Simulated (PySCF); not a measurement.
Species: C5H10SSi.
Structure used (PBE0-D3(BJ)/def2-SVP), in Å, numbered top down from 1:
```
atom  x, y, z in Å
Si1    2.9438   -0.1915    0.0274
S2     1.5616    1.3190   -0.5953
C3     0.0095    0.4529   -0.2899
C4    -1.3723    1.0706   -0.5877
C5    -1.6434   -0.3387   -0.0169
C6    -0.5720   -0.0420    1.0551
C7    -0.5092   -0.8571   -0.9279
H8     4.2975    0.4019   -0.1673
H9     2.7557   -0.5587    1.4643
H10    2.8141   -1.4339   -0.7934
H11   -1.6644    1.9275    0.0383
H12   -1.6106    1.2348   -1.6495
H13   -2.6235   -0.8081    0.1446
H14   -0.8067    0.7363    1.7965
H15   -0.0768   -0.9108    1.5157
H16   -0.0098   -1.7877   -0.6173
H17   -0.6854   -0.8302   -2.0137
```

NICS = −σ at a ghost point: NICS(0) at the centroid of the ring atoms, NICS(1) 1 Å to either side along the normal of their mean plane, zz for the tensor component along that normal. Level: GIAO PBE0/pcSseg-1 (PySCF, non-relativistic, gas phase) on the PBE0-D3(BJ)/def2-SVP geometry, one conformer.

Ring bond lengths (Å), with Mayer bond orders in brackets: C3–C4 1.543 (0.92), C4–C5 1.545 (0.93), C5–C6 1.544 (0.93), C6–C3 1.547 (0.89); C3–C4 1.543 (0.92), C4–C5 1.545 (0.93), C5–C7 1.544 (0.93), C7–C3 1.547 (0.89).

Question: What do the NICS probes read (ppm)?

Answer: 
| ring | type | NICS(0) | NICS(1), two faces | NICS(1)zz, two faces | rms pucker (Å) | centre to ring atoms, mean (Å) |
| --- | --- | --- | --- | --- | --- | --- |
| C3–C4–C5–C6 | 4-membered carbocycle; formal bonds all single | -13.8 | -4.2 / -31.3 | -3.5 / -22.6 | 0.31 | 1.05 |
| C3–C4–C5–C7 | 4-membered carbocycle; formal bonds all single | -13.8 | -4.2 / -31.3 | -3.4 / -22.7 | 0.31 | 1.05 |

Question: What do they say, and how far can they be read as aromaticity?

Answer: 
- C3–C4–C5–C6: mean NICS(1)zz -13.0 ppm, shielded. C3, C4, C5, C6 have four or more neighbours; no verdict on aromaticity is drawn. The two faces differ by 19.1 ppm, so no symmetry operation interchanges them.
- C3–C4–C5–C7: mean NICS(1)zz -13.1 ppm, shielded. C3, C4, C5, C7 have four or more neighbours; no verdict on aromaticity is drawn. The two faces differ by 19.3 ppm, so no symmetry operation interchanges them.

Question: List the ring angles and the Hirshfeld charges of the ring atoms.

Answer: 
- C3–C4–C5–C6: C3 87.7° (+0.008 e), C4 73.8° (-0.072 e), C5 87.7° (-0.020 e), C6 73.7° (-0.075 e); sum 322.8° against 360° for a flat convex ring.
- C3–C4–C5–C7: C3 87.7° (+0.008 e), C4 73.8° (-0.072 e), C5 87.7° (-0.020 e), C7 73.7° (-0.075 e); sum 322.8° against 360° for a flat convex ring.

Question: What are the shieldings of the ring atoms and their hydrogens in the same run (means over atoms taken as equivalent)?

Answer: 
```csv
atoms,environment,σ isotropic (ppm),"principal values of the symmetric part, first atom (ppm)"
C3,sp3 carbon bound to sulfur,141.4,"117.5, 128.7, 178.1"
C4 (×3),four-membered-ring carbon,128.6,"117.4, 128.4, 136.7"
C5,sp3 carbon at a ring junction,156.3,"148.1, 150.3, 170.4"
H11 (×6),methylene hydrogen,29.47,"26.0, 27.0, 35.3"
H13,methine hydrogen,28.70,"24.0, 24.1, 38.0"
```

Question: How do the values depend on the level or the medium?

Answer: 
| level | NICS(0), C3–C4–C5–C6 | mean NICS(1)zz, C3–C4–C5–C6 | NICS(0), C3–C4–C5–C7 | mean NICS(1)zz, C3–C4–C5–C7 |
| --- | --- | --- | --- | --- |
| PBE0/pcSseg-1, gas | -13.8 | -13.0 | -13.8 | -13.1 |
| wB97X-D/pcSseg-1, gas | -13.6 | -13.2 | -13.6 | -13.2 |

The geometry is the same throughout.
